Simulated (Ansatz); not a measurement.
`C[Se][Ga]([Se]C)[Se]C`, charge 0, multiplicity 1.

(1) Give a relaxed structure at PBE0-D4/def2-TZVP (Ansatz 0.2.0). (Estimate.)

Results:

(1) Ansatz gave: 
Z-matrix (Å, degrees):
```
C
Se 1 1.962
H 1 1.087 2 110.4
H 1 1.087 2 110.3 3 122.5
H 1 1.089 2 106.2 3 -118.7
Ga 2 2.319 1 97.7 3 -61.3
Se 6 2.319 2 120.0 1 -179.7
Se 6 2.319 2 120.0 1 0.2
C 7 1.962 6 97.7 2 0.1
C 8 1.962 6 97.7 2 -180.0
H 9 1.087 7 110.4 6 60.6
H 9 1.089 7 106.2 6 179.3
H 9 1.087 7 110.3 6 -61.9
H 10 1.087 8 110.3 6 -61.4
H 10 1.089 8 106.2 6 179.8
H 10 1.087 8 110.3 6 61.1
```
Point group C3h.
This is one stationary point; other conformers may exist.
